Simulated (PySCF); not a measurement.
Sn(H)3(OH) (H₄OSn), SMILES [OH][SnH3].

The structure is a stationary point at B3LYP-D3(BJ)/def2-TZVP. The def2 effective core potentials stand for the cores of Sn; spin–orbit coupling is left out.

These are PySCF with TDDFT-ωB97X/def2-SVPD values and carry that method's errors.

Vertical excitations. Gas-phase values at a fixed geometry. State labels are in the subgroup Cs.

```json
[
 {"state": "S1", "symmetry": "A\"", "energy (eV)": "6.42", "λ (nm)": "193", "f": "0.017", "main pairs": "HOMO→LUMO 88 %"},
 {"state": "S2", "symmetry": "A'", "energy (eV)": "7.45", "λ (nm)": "167", "f": "0.070", "main pairs": "HOMO−1→LUMO 90 %"},
 {"state": "S3", "symmetry": "A\"", "energy (eV)": "7.84", "λ (nm)": "158", "f": "0.095", "main pairs": "HOMO→LUMO+1 81 %"},
 {"state": "S4", "symmetry": "A\"", "energy (eV)": "8.09", "λ (nm)": "153", "f": "0.013", "main pairs": "HOMO−3→LUMO 70 %, HOMO→LUMO+4 13 %"},
 {"state": "S5", "symmetry": "A'", "energy (eV)": "8.23", "λ (nm)": "151", "f": "0.089", "main pairs": "HOMO−2→LUMO 74 %"},
 {"state": "S6", "symmetry": "A\"", "energy (eV)": "8.29", "λ (nm)": "150", "f": "0.033", "main pairs": "HOMO→LUMO+2 76 %"},
 {"state": "S7", "symmetry": "A'", "energy (eV)": "8.53", "λ (nm)": "145", "f": "0.155", "main pairs": "HOMO−1→LUMO+1 78 %"},
 {"state": "S8", "symmetry": "A'", "energy (eV)": "8.88", "λ (nm)": "140", "f": "0.311", "main pairs": "HOMO→LUMO+3 74 %"},
 {"state": "S9", "symmetry": "A\"", "energy (eV)": "9.12", "λ (nm)": "136", "f": "0.121", "main pairs": "HOMO→LUMO+4 20 %, HOMO−1→LUMO+3 17 %, HOMO−3→LUMO+1 13 %, HOMO→LUMO+7 11 %"},
 {"state": "S10", "symmetry": "A'", "energy (eV)": "9.17", "λ (nm)": "135", "f": "0.008", "main pairs": "HOMO−1→LUMO+2 63 %, HOMO−2→LUMO+1 24 %"},
 {"state": "T1", "symmetry": "A\"", "energy (eV)": "6.02", "λ (nm)": "206", "f": "0", "main pairs": "HOMO→LUMO 78 %"},
 {"state": "T2", "symmetry": "A'", "energy (eV)": "6.78", "λ (nm)": "183", "f": "0", "main pairs": "HOMO−1→LUMO 69 %"},
 {"state": "T3", "symmetry": "A\"", "energy (eV)": "7.16", "λ (nm)": "173", "f": "0", "main pairs": "HOMO→LUMO+1 44 %, HOMO→LUMO 10 %, HOMO→LUMO+2 9 %, HOMO→LUMO+4 8 %"},
 {"state": "T4", "symmetry": "A'", "energy (eV)": "7.45", "λ (nm)": "166", "f": "0", "main pairs": "HOMO−1→LUMO+1 27 %, HOMO−1→LUMO+4 17 %, HOMO−2→LUMO 14 %, HOMO−1→LUMO 14 %"}
]
```
Triplets are in the Tamm–Dancoff approximation, which puts them higher than full response would, so one can lie above its singlet here.
